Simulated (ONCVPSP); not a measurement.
## Configuration tests for C (ONCV)

```
Element                 : carbon (C)
Generator               : ONCVPSP 4.0.1
Type                    : optimised norm-conserving Vanderbilt (ONCV)
Functional              : LDA (Perdew-Wang 92)
Relativity              : scalar-relativistic
Frozen core             : [He]
Valence charge          : 4
Reference configuration : 2s2 (charge +2)
Partial waves           : 2s: rc 1.15 bohr, ncon 4, nbas 7, qcut 5.1 1/bohr, 2 projectors, debl 3.9 Ha; p scattering state at 0.14 Ha: rc 1.25 bohr, ncon 4, nbas 8, qcut 6 1/bohr, 2 projectors, debl 1.8 Ha
Local potential         : polynomial inside 0.90 bohr (lpopt 1, dvloc0 0 Ha)
Core correction         : Teter function fitted to the true core (icmod 2), fcfact 0.3
```

In the p channel the program set the typed energies aside and used 0.050, 1.850 Ha.

Energies are relative to the spin-unpolarised reference configuration 2s2; without spin polarisation the order of configurations can differ from experiment.

Task: Give the all-electron excitation energy and the error of the potential for: 2s2 2p2; 2s2 2p1; 2s1; 2s1 2p2.

Result:

| valence configuration | charge | ΔE all-electron (eV) | error AE − PS (meV) |
| --- | --- | --- | --- |
| 2s2 2p2 | 0 | -35.243 | +133 |
| 2s2 2p1 | +1 | -24.258 | +63 |
| 2s1 | +3 | 47.966 | +32 |
| 2s1 2p2 | +1 | -15.765 | +136 |

Levels in the configuration 2s2 2p2:

```tsv
level	all-electron (eV)	pseudo (eV)
2s	-13.639	-13.621
2p	-5.416	-5.460
```
